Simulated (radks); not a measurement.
Results of a calculation; reference values are marked as such.
Excited configurations of V8+: one electron is placed in a higher orbital outside [Ne] 3s2 3p2. The ground configuration is [Ne] 3s2 3p3. Level of theory: Dirac Kohn-Sham, BLYP, spin-unpolarised, spherical densities, point nucleus; open shells fill j = l - 1/2 first (a radial shooting solver on a logarithmic mesh with Libxc functionals). Excitation = E - E(ground); binding = E(ion) - E, where the ion is the core of charge +9; n* = 9/sqrt(2 binding) in atomic units. These energies are relativistic, and a one-electron ion of charge +9 with no core already has n* below n in this formula (Dirac formula, point nucleus: 3d3/2 2.999, 4p1/2 3.998, 4f5/2 4.000, 5f5/2 5.000, 6d3/2 5.999, 7p1/2 6.998, 7d3/2 6.999).

| outer orbital | excitation (eV) | binding (eV) | n* | eigenvalue (eV) | <r> (bohr) |
|---|---|---|---|---|---|
| 3d3/2 | 41.700 | 159.57 | 2.628 | -146.51 | 0.8617 |
| 4p1/2 | 104.84 | 96.427 | 3.381 | -90.510 | 1.836 |
| 4f5/2 | 128.57 | 72.701 | 3.893 | -66.625 | 1.837 |
| 5f5/2 | 154.50 | 46.767 | 4.854 | -43.771 | 3.283 |
| 6d3/2 | 166.43 | 34.834 | 5.625 | -32.920 | 5.016 |
| 7p1/2 | 173.75 | 27.519 | 6.328 | -26.100 | 6.671 |
| 7d3/2 | 175.89 | 25.381 | 6.589 | -24.039 | 7.017 |

The Delta-SCF ionisation energy is 201.27 eV (NIST Atomic Spectra Database: 206.0 eV, semi-empirical). Self-interaction in the functional shifts the binding energies and quantum defects, so they are the method's values and not measured ones. Spin polarisation and multiplet splitting are left out, so open shells lie too high by an amount that depends on their filling.

Beside tabulated values, note that spin-unpolarised runs miss the spin-polarisation part of the exchange energy of open shells.
